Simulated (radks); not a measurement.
The numbers below are computed, except where a source is named.
Problem. Species: As+. Configuration: [Ar] 3d10 4s2 4p2. Level of theory: scalar-relativistic Kohn-Sham, HCTH/407, spin-polarised, spherical densities, finite nucleus; open shells are filled with parallel spins first; Fermi nuclear charge, rms radius 4.0968 fm (a radial shooting solver on a logarithmic mesh with Libxc functionals). Some entries of the table are withheld. Estimate them.

orbital,occ.,eigenvalue (eV),<r> (bohr)
1s up,1,-11723.89,0.04553
1s down,1,-11723.78,0.04553
2s up,1,-1498.736,0.2028
2s down,1,-1498.691,0.2027
2p up,3,-1316.842,0.1771
2p down,3,-1316.746,0.1771
3s up,1,-201.1722,0.5977
3s down,1,-201.0990,0.5976
3p up,3,(1),0.6160
3p down,3,(2),0.6156
3d up,5,-51.5547,0.6748
3d down,5,-51.3479,0.6699
4s up,1,-24.4021,(3)
4s down,1,-21.9520,(4)
4p up,2,-14.3040,2.258

Solution. 
(1) 3p up eigenvalue (eV): -144.6689
(2) 3p down eigenvalue (eV): -144.5765
(3) 4s up <r> (bohr): 1.867
(4) 4s down <r> (bohr): 1.911
